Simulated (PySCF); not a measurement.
`InChI=1S/C5H9ClOSi/c6-3-1-5-7-4(3)2-8-5/h3-5H,1-2,8H2/t3-,4+,5-/m1/s1`

Geometry (Å), atoms numbered from 1 in this order:
```xyz
17

Cl   -2.8537    1.1869   -0.2220
C    -1.2796    0.3966   -0.4992
C    -1.2101   -0.9825    0.1661
C     0.0545   -0.8450    1.0244
O     0.0221    0.5241    1.4321
C    -0.1380    1.1701    0.1925
C     1.1652    0.9751   -0.6014
Si    1.6226   -0.8028   -0.0802
H    -1.1527    0.3613   -1.5809
H    -1.1455   -1.7922   -0.5585
H    -2.0863   -1.1421    0.7956
H     0.0472   -1.4653    1.9168
H    -0.3785    2.2193    0.3712
H     1.0154    1.1383   -1.6660
H     1.8994    1.7028   -0.2587
H     2.8300   -0.8632    0.7359
H     1.5809   -1.7695   -1.1775
```

Method: PySCF, TDDFT CAM-B3LYP/def2-SVPD circular dichroism and optical rotation, one conformer, gas phase. Geometry: GFN2-xTB.

Task: Draw the ECD and absorption spectra from the lowest 8 states, each a Gaussian of half-width 0.35 eV at 1/e height.

Result: 
```
E (eV)  λ (nm)  Δε (L mol⁻¹ cm⁻¹)  ε (L mol⁻¹ cm⁻¹)
  6.13     202              -0.01              30.6
  6.28     198              +0.02               144
  6.43     193              +0.23               521
  6.58     189              +0.66              1390
  6.73     184              +0.58              2680
  6.88     180              -1.65              3720
  7.03     176              -6.78              3810
  7.18     173             -13.23              3180
  7.33     169             -18.94              2800
  7.48     166             -22.48              3160
  7.63     163             -20.24              3890
  7.78     159              -7.32              4270
  7.93     156             +13.64              4050
```
Δε uses R in velocity form, ε uses f in length form. Only the states computed contribute, so the short-wavelength end is incomplete.
